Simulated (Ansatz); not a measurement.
`[F][SnH]([F])[I]` + `N=C=O` → `O=C=[N][SnH]([F])[F]` + HI at 500 K and 1 bar (ligand exchange at the Sn–I bond).

Isolated molecules relaxed with PBE0-D4/def2-TZVP in Ansatz; ΔE leaves out vibrations. CCSD(T)/CBS is the MP2 limit (def2-TZVPP, def2-QZVPP) plus CCSD(T) − MP2 in def2-TZVPP, frozen cores. This one scheme is used for every species. def2 core potentials past Kr. For I, Sn outer-core shells are correlated without core-valence functions, which leaves a few kJ/mol of doubt a bond. One conformer a species, not always the lowest.

```tsv
species	CCSD(T)/CBS energy (Eh)	H − E (kJ/mol)	S (J/(mol·K))
`[F][SnH]([F])[I]`	-711.75729	66.1	398.1
`N=C=O`	-168.51995	77.7	264.2
`O=C=[N][SnH]([F])[F]`	-582.21667	109.1	442.0
HI	-298.03592	28.6	221.6
```

H − E and S are ideal-gas, rigid-rotor, harmonic terms from PBE0-D4/def2-TZVP, for one conformer and one mirror image of each species. 1 Eh = 2625.50 kJ/mol, R = 8.31446 J/(mol·K).

Q: By hand: ΔE, ΔH, ΔS and ΔG.

A: ΔE = (-582.21667) + (-298.03592) − (-711.75729) − (-168.51995) = 0.02465 Eh = 64.7 kJ/mol. Δ(H − E) = 109.1 + 28.6 − 66.1 − 77.7 = -6.1, so ΔH = 58.6 kJ/mol. ΔS = 442.0 + 221.6 − 398.1 − 264.2 = 1.3 J/(mol·K). ΔG = 58.6 − 500 × (1.3)/1000 = 58.0 kJ/mol.

Q: By hand: the equilibrium constant, and the temperature at which ΔG would vanish if ΔH and ΔS stayed fixed.

A: log₁₀ K = −ΔG/(RT ln 10) = -6.1. ΔG = 0 at ΔH/ΔS = 45077 K, far beyond where these terms or the molecules hold.

The number of gas molecules stays the same, so ΔS is small and ΔH decides. A doubt of 5 kJ/mol in ΔE shifts log₁₀ K by 0.5 here. Other conformers and mirror images would add mixing entropy, several J/(mol·K) or more a flexible species. Modes under 60 cm⁻¹, often nearly free rotors, make the harmonic entropy too high. These are equilibria of isolated gas molecules and say nothing of rates. Largest T1 diagnostic: 0.018 (customary marks: 0.02 for closed shells, 0.045 for open ones).
